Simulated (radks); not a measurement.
Radial electron density D(r) = 4 pi r^2 rho(r) of an atom or ion with 11 electrons. Method: scalar-relativistic Kohn-Sham, PBEsol, spin-polarised, spherical densities, finite nucleus; Fermi nuclear charge, rms radius of each element as measured or else 0.836 A^(1/3) + 0.57 fm; computed with a radial shooting solver on a logarithmic mesh with Libxc functionals.

| r (bohr) | D(r) (e/bohr) | spin D(r) |
|---|---|---|
| 0.001417 | 5.955 | 0.0874 |
| 0.001572 | 7.040 | 0.103 |
| 0.001759 | 8.409 | 0.123 |
| 0.001952 | 9.894 | 0.144 |
| 0.002183 | 11.75 | 0.171 |
| 0.002422 | 13.75 | 0.199 |
| 0.002709 | 16.22 | 0.234 |
| 0.003006 | 18.85 | 0.270 |
| 0.003362 | 22.05 | 0.314 |
| 0.003731 | 25.39 | 0.359 |
| 0.004173 | 29.39 | 0.412 |
| 0.00463 | 33.48 | 0.464 |
| 0.005179 | 38.25 | 0.524 |
| 0.005747 | 42.99 | 0.580 |
| 0.006428 | 48.34 | 0.640 |
| 0.007132 | 53.44 | 0.691 |
| 0.007978 | 58.93 | 0.740 |
| 0.008852 | 63.84 | 0.774 |
| 0.009901 | 68.73 | 0.794 |
| 0.01099 | 72.67 | 0.793 |
| 0.01229 | 76.04 | 0.765 |
| 0.01363 | 78.15 | 0.712 |
| 0.01525 | 79.17 | 0.625 |
| 0.01692 | 78.88 | 0.517 |
| 0.01893 | 77.30 | 0.380 |
| 0.021 | 74.87 | 0.245 |
| 0.02349 | 71.61 | 0.111 |
| 0.02607 | 68.52 | 0.0226 |
| 0.02916 | 65.80 | -0.00470 |
| 0.03235 | 64.46 | 0.0598 |
| 0.03618 | 64.89 | 0.247 |
| 0.04015 | 67.28 | 0.535 |
| 0.04491 | 71.89 | 0.944 |
| 0.04983 | 77.48 | 1.37 |
| 0.05574 | 83.78 | 1.78 |
| 0.06185 | 88.55 | 2.03 |
| 0.06917 | 90.96 | 2.05 |
| 0.07676 | 89.54 | 1.80 |
| 0.08585 | 83.49 | 1.27 |
| 0.09526 | 73.97 | 0.668 |
| 0.1066 | 60.77 | 0.136 |
| 0.1182 | 47.48 | 0.00750 |
| 0.1322 | 34.09 | 0.473 |
| 0.1467 | 23.93 | 1.50 |
| 0.1641 | 16.15 | 3.02 |
| 0.1821 | 11.65 | 4.44 |
| 0.2037 | 8.848 | 5.51 |
| 0.226 | 7.193 | 5.75 |
| 0.2528 | 5.659 | 5.16 |
| 0.2805 | 4.208 | 4.05 |
| 0.3138 | 2.708 | 2.67 |
| 0.3482 | 1.569 | 1.56 |
| 0.3894 | 0.7378 | 0.736 |
| 0.4321 | 0.3086 | 0.308 |
| 0.4833 | 0.09859 | 0.0986 |
| 0.5363 | 0.02778 | 0.0278 |
| 0.5998 | 0.005558 | 0.00556 |
| 0.6656 | 0.0009704 | 0.000970 |
| 0.7444 | 0.0001099 | 0.000110 |

What is the nuclear charge?

Answer. Z = 61. The innermost maximum, from 1s, lies near gamma/Z bohr with gamma = sqrt(1 - (Z/c)^2) = 0.895, here 0.0147 bohr (found: 0.0156), and its height grows with Z. The density is that of the promethium ion Pm50+ in [Ne] 3s1; the configuration itself is not fixed sharply by these data, and Z only to a few units. D(r) has 2 maxima, at r = 0.0156, 0.0703 bohr, and minima at 0.0334 bohr, inside which lie 2.04 electrons.
